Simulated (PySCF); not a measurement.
Species: C4H8F3O2P.
Structure used (PBE0-D3(BJ)/def2-SVP), in Å, numbered top down from 1:
```xyz
18
C4H8F3O2P angstrom
C      0.4680   -1.8773    0.2101
P      0.5691   -0.2735   -0.6092
O      1.1500   -0.2673   -1.9953
C      1.5726    0.8606    0.4245
O      1.8016    1.9899   -0.3635
C     -1.1072    0.4771   -0.6370
C     -2.0014    0.2859    0.5536
F     -1.3701    0.5845    1.7022
F     -3.0863    1.0555    0.4861
F     -2.4185   -0.9825    0.6576
H     -0.2106   -2.5344   -0.3511
H      1.4747   -2.3199    0.2008
H      0.1105   -1.7796    1.2450
H      2.5031    0.3289    0.7142
H      1.0468    1.1532    1.3458
H      2.0078    1.6547   -1.2533
H     -0.9259    1.5525   -0.7882
H     -1.6120    0.0932   -1.5353
```

Computed with PySCF at PBE0/pcSseg-1, non-relativistic, on one gas-phase PBE0-D3(BJ)/def2-SVP geometry that isn't relaxed in the solvent. The solvent is an IEF-PCM continuum (cavity from Bondi-type radii × 1.2). Specific hydrogen bonds and non-electrostatic terms are outside this model.

```tsv
run	E − E(gas) (kcal/mol)	HOMO (eV)	HOMO–LUMO gap (eV)	dipole (D)
gas	0.00	-7.84	8.83	2.45
P	-9.30	-7.76	8.98	3.10
Q	-10.73	-7.75	8.99	3.21
```

**Question.** The runs were made in acetone and tetrahydrofuran. Which run belongs to which solvent?

**Answer.** P = tetrahydrofuran, Q = acetone. The dielectric constants are 7.426 (tetrahydrofuran), 20.49 (acetone), and the energy falls further as ε rises. In this model the ground state sees the solvent through ε alone.

**Question.** How constant is the ratio of the lowering to (ε − 1)/(2ε + 1)?

**Answer.** 
| solvent | (ε − 1)/(2ε + 1) | E − E(gas) (kcal/mol) | ratio (kcal/mol) | polarisation term (kcal/mol) |
| --- | --- | --- | --- | --- |
| tetrahydrofuran | 0.405 | -9.30 | -22.9 | -10.26 |
| acetone | 0.464 | -10.73 | -23.1 | -12.02 |

The ratio changes by +0.8 % in size from tetrahydrofuran to acetone. The polarisation term is half the interaction of the solute with the induced surface charges.
